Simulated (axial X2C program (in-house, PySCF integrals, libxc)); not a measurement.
# Curves of NaAg⁺ by EOM-EA-CCSD

Calculated with an in-house all-electron X2C program for linear molecules (integrals from PySCF): two-component X2C with atomic mean-field Coulomb and Gaunt terms, Gaussian nuclei, basis Ag dyall-acv3z, Na dyall-acv3z with contracted cores.

Energies in eV from the lowest point of the lowest state; states are followed by energy order within each Ω. Reference: NaAg²⁺, 18 electrons correlated in 84 virtual spinors with an MP2 remainder; levels at this size can be off by some tenths of an eV. Masses 106.905 and 22.990 u.

| R (Å) | (1)Ω=1/2 | (2)Ω=1/2 | (3)Ω=1/2 | (1)Ω=3/2 | (4)Ω=1/2 |
| --- | --- | --- | --- | --- | --- |
| 2.863 | 0.0415 | 3.6647 | 4.2875 | 4.3538 | 5.6629 |
| 2.987 | 0.0108 | 3.5114 | 4.2238 | 4.2874 | 5.4871 |
| 3.112 | 0.0000 | 3.3767 | 4.1744 | 4.2358 | 5.3333 |
| 3.252 | 0.0038 | 3.2424 | 4.1311 | 4.1903 | 5.1801 |
| 3.392 | 0.0137 | 3.1190 | 4.0954 | 4.1371 | 5.0410 |
| 3.579 | 0.0518 | 2.9847 | 4.0512 | 4.1087 | 4.8870 |

No minimum in range: (2)Ω=1/2, (3)Ω=1/2, (1)Ω=3/2, (4)Ω=1/2; the order of states may turn beyond it. T1 of the reference reaches 0.005 (Lee–Taylor). Curves followed by order can swap character. Number of frozen shells: Ag 4 s, 3 p, 1 d; Na 1 s. Roots with under 60 % one-particle weight at any point are counted in the labels but not shown, and the list ends where the roots sought for some Ω run out; states that need a further excitation are missing and may lie low or lowest. Curves with a minimum but no constants failed the fit check.
